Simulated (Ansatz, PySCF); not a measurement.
C2H5FO2Si, SMILES C(C[Si@H](O)F)=O. Atoms are numbered in the order given.

```xyz
11

O      1.3124    -0.9097    -1.3761
C      1.7169    -0.2997    -0.4080
C      0.9597    -0.2026     0.8879
Si    -0.8612     0.2148     0.5643
O     -1.4078    -0.8044    -0.6015
F     -0.9013     1.7657     0.0719
H      2.6963     0.2371    -0.4601
H      1.4467     0.4868     1.5936
H      0.9490    -1.2082     1.3486
H     -1.7078     0.1149     1.7695
H     -0.6907    -1.0890    -1.1984
```
Charge 0, spin multiplicity 1.

Geometry: B3LYP-D3(BJ)/def2-SVP. The structure was generated by enumeration; whether it is a known compound was not checked. One conformer was computed; it need not be the lowest.

Two levels are set side by side: PBE-D3(BJ)/def2-SVP (Ansatz, an electronic-structure program) and B3LYP-D3(BJ)/def2-SVP (Ansatz). Each level has its own optimised geometry; the coordinates shown are those of the second. Frequencies come from the Hessian of PySCF at each geometry. Differences are taken from unrounded values.

```tsv
quantity	B3LYP-D3(BJ)
mean bond length (Å)	1.366
bond O1–C2 (Å)	1.214
bond C2–C3 (Å)	1.504
bond C3–Si4 (Å)	1.896
bond Si4–O5 (Å)	1.642
bond Si4–F6 (Å)	1.628
bond C2–H7 (Å)	1.118
bond C3–H8 (Å)	1.100
bond C3–H9 (Å)	1.106
bond Si4–H10 (Å)	1.476
bond O5–H11 (Å)	0.975
highest harmonic wavenumber (cm⁻¹)	3685
mean harmonic wavenumber (cm⁻¹)	1195
zero-point energy (kcal/mol)	46.12
```

**Question.** What does PBE-D3(BJ) give, and how far is it from B3LYP-D3(BJ)? (The exact figures need the calculation; the answer reports its results.)

**Answer.** 
```csv
quantity,PBE-D3(BJ),PBE-D3(BJ) minus B3LYP-D3(BJ)
mean bond length (Å),1.376,0.010
bond O1–C2 (Å),1.226,0.012
bond C2–C3 (Å),1.502,-0.002
bond C3–Si4 (Å),1.908,0.012
bond Si4–O5 (Å),1.654,0.012
bond Si4–F6 (Å),1.639,0.011
bond C2–H7 (Å),1.128,0.010
bond C3–H8 (Å),1.107,0.007
bond C3–H9 (Å),1.114,0.007
bond Si4–H10 (Å),1.491,0.014
bond O5–H11 (Å),0.989,0.014
highest harmonic wavenumber (cm⁻¹),3477,-209
mean harmonic wavenumber (cm⁻¹),1161,-34
zero-point energy (kcal/mol),44.81,-1.31
```

GGA bonds tend to be longer and softer than those of functionals with exact exchange. Differences between two approximate levels are no errors against the true value.
